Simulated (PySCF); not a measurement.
Consider 2-methyl-1-pentanol, `CCC[C@H](C)CO` (C6H14O). Coordinates in Å; atoms count from 1 in this order:
```
C     2.9205    0.4153   -0.3845
C     1.4900    0.7288    0.0271
C     0.5558   -0.4682   -0.1126
C    -0.8716   -0.2673    0.4011
C    -1.6316   -1.5873    0.4458
C    -1.6302    0.7693   -0.4257
O    -2.9238    1.0422    0.0594
H     3.5749    1.2943   -0.2821
H     3.3472   -0.3910    0.2338
H     2.9708    0.0848   -1.4345
H     1.1190    1.5747   -0.5753
H     1.4749    1.0768    1.0755
H     0.5154   -0.7828   -1.1726
H     0.9982   -1.3231    0.4291
H    -0.8005    0.1272    1.4355
H    -1.1494   -2.3027    1.1297
H    -1.6624   -2.0502   -0.5548
H    -2.6703   -1.4398    0.7748
H    -1.7651    0.3887   -1.4524
H    -1.0415    1.7019   -0.5045
H    -2.8484    1.4415    0.9316
```

These are calculated values, ωB97X-D3(BJ)/ma-def2-TZVP in PySCF (grid level 2) at geometries from PBE0-D3(BJ)/ma-def2-SVP. The prefix ma- adds one diffuse s and one diffuse p function on all atoms but H. Thermal corrections: GFN2-xTB frequencies, unscaled, ideal gas at 298.15 K and 1 bar, quasi-RRHO entropy. These were taken at the GFN2-xTB minima.

Q: Rank these of its positions by gas-phase deprotonation enthalpy, most acidic first.
A. C3 (methylene carbon)
B. O7 (hydroxyl oxygen)
C. C4 (methine carbon)
D. C6 (methylene carbon)

A: B (1579 kJ/mol), C (1683 kJ/mol), A (1709 kJ/mol), D (1727 kJ/mol).

Q: For C6 (methylene carbon), what are ΔE (electronic) and ΔG(298 K) of the loss of the proton?

A: ΔE = 1767 and ΔG = 1695 kJ/mol, beside ΔH = 1727 kJ/mol. The product is `CCCC(C)[CH-]O`.

Note: C1, C2, C5 are not listed: the run failed or kept an imaginary mode, or the ion rearranged or equalled another.
